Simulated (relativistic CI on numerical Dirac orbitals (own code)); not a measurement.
# Radial parameters of S VII

Computed by Dirac-Coulomb-Breit CI, KLI orbitals optimised for each configuration, model QED (radiative potential, 1s self-energy scaled to tabulated hydrogen-like ionisation energies), unscaled Slater integrals (own radial code, finite nucleus).

Slater integrals F^k, G^k are unscaled and averaged over j, outside the closed core 1s2; ζ comes from projecting the Hamiltonian with its Breit term on Σ l·s of the shell.

- 2s²2p⁵3s: ζ(2p) = 6621, G^1(2p,3s) = 17715 cm⁻¹; <r>(2p) = 0.4208, <r^2>(2p) = 0.2187, <r>(3s) = 1.316, <r^2>(3s) = 1.968 (bohr units).
- 2s²2p⁵3p: ζ(2p) = 6622.1, F^2(2p,3p) = 41197, G^0(2p,3p) = 16928, G^2(2p,3p) = 17549, ζ(3p) = 1042.1 cm⁻¹; <r>(2p) = 0.4212, <r^2>(2p) = 0.2192, <r>(3p) = 1.369, <r^2>(3p) = 2.153 (bohr units).
- 2s²2p⁵3d: ζ(2p) = 6650.9, F^2(2p,3d) = 41336, G^1(2p,3d) = 31746, G^3(2p,3d) = 18036, ζ(3d) = 26.219 cm⁻¹; <r>(2p) = 0.4208, <r^2>(2p) = 0.2188, <r>(3d) = 1.372, <r^2>(3d) = 2.189 (bohr units).

Averages of the first 10 configurations, taken without configuration mixing, which lowers the lowest level and can move excited configurations by several eV; other configurations of the list can lie among them:

```json
{"Configuration": "2s²2p⁶", "Parity": "even", "States": "1", "Average energy above the lowest level (eV)": "0.1"}
{"Configuration": "2s²2p⁵3s", "Parity": "odd", "States": "12", "Average energy above the lowest level (eV)": "170.0"}
{"Configuration": "2s²2p⁵3p", "Parity": "even", "States": "36", "Average energy above the lowest level (eV)": "184.0"}
{"Configuration": "2s²2p⁵3d", "Parity": "odd", "States": "60", "Average energy above the lowest level (eV)": "202.2"}
{"Configuration": "2s2p⁶3s", "Parity": "even", "States": "4", "Average energy above the lowest level (eV)": "235.1"}
{"Configuration": "2s²2p⁵4s", "Parity": "odd", "States": "12", "Average energy above the lowest level (eV)": "224.8"}
{"Configuration": "2s²2p⁵4p", "Parity": "even", "States": "36", "Average energy above the lowest level (eV)": "230.0"}
{"Configuration": "2s²2p⁵4d", "Parity": "odd", "States": "60", "Average energy above the lowest level (eV)": "236.5"}
{"Configuration": "2s2p⁶3p", "Parity": "odd", "States": "12", "Average energy above the lowest level (eV)": "248.5"}
{"Configuration": "2s²2p⁵4f", "Parity": "even", "States": "84", "Average energy above the lowest level (eV)": "238.2"}
```
